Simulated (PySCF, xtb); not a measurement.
Si(H)2(OMe)(SeH) (CH₆OSeSi), SMILES CO[SiH2][SeH]. One conformer was computed; it need not be the lowest.

Harmonic wavenumbers (cm⁻¹) from GFN2-xTB (xtb) at its own minimum, in rising order: 79, 109, 138, 151, 278, 365, 502, 573, 593, 707, 753, 799, 1129, 1136, 1173, 1420, 1474, 1480, 2131, 2256, 2373, 2930, 2963, 2997.

**Question.** What does PBE-D3(BJ)/def2-SVP run with PySCF 2.14.0 give at its own minimum? (The exact figures need the calculation; the answer reports its results.)

**Answer.** 76, 114, 158, 180, 269, 385, 477, 680, 741, 750, 843, 885, 1115, 1134, 1167, 1417, 1422, 1424, 2146, 2221, 2360, 2915, 2987, 3047. Paired by order, the mean absolute difference is 36 cm⁻¹ and the zero-point energies are 40.8 and 41.3 kcal/mol.
